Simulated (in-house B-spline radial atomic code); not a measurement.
Successive ionisation energies of neodymium; each step leads to the configuration of the next row (after the last: [He] 2s2 2p1). Dirac energy differences include first-order Breit, QED and recoil terms. NIST's values go from ground level to ground level; the uncertainty of those that are theory runs from under 0.1 % in few-electron ions to several per cent in heavy many-electron ones. Computed with a B-spline radial code for spherical atoms: Dirac-Hartree-Fock, average of the configuration, finite nuclei.

```csv
ion,configuration,ionisation energy (eV),tabulated value (eV),tabulated kind,computed minus tabulated (eV),highest orbital,largest mean radius (bohr)
Nd44+,[Ne] 3s2 3p4,3608.4,3567,tabulated theory,41,3p3/2,0.24279
Nd45+,[Ne] 3s2 3p3,3706.7,3662,tabulated theory,45,3p3/2,0.24165
Nd46+,[Ne] 3s2 3p2,3806.0,3891,tabulated theory,-85,3p3/2,0.24051
Nd47+,[Ne] 3s2 3p1,3906.1,3997,tabulated theory,-91,3p3/2,0.23938
Nd48+,[Ne] 3s2,4198.6,4198,tabulated theory,1,3s1/2,0.23827
Nd49+,[Ne] 3s1,4301.2,4302,tabulated theory,-1,3s1/2,0.23701
Nd50+,[He] 2s2 2p6,9921.0,9742,tabulated theory,179,2p3/2,0.098467
Nd51+,[He] 2s2 2p5,10192.8,10002,tabulated theory,191,2p3/2,0.097942
Nd52+,[He] 2s2 2p4,10467.7,10288,tabulated theory,180,2p3/2,0.097421
Nd53+,[He] 2s2 2p3,10745.8,10555,tabulated theory,191,2p3/2,0.096905
Nd54+,[He] 2s2 2p2,11027.0,11384,tabulated theory,-357,2p3/2,0.096392
```

(1) Where is the largest jump?

Where a p, d or f electron is removed, the computed value is a mean over both j, so it misses the tabulated one by a part of the spin-orbit splitting; averaging over terms and missing correlation add to the gap, relatively most at low charge.

Answers

(1) From Nd49+ to Nd50+, by a factor of 2.31 (4301.2 to 9921 eV); the highest orbital goes from 3s1/2 to 2p3/2.
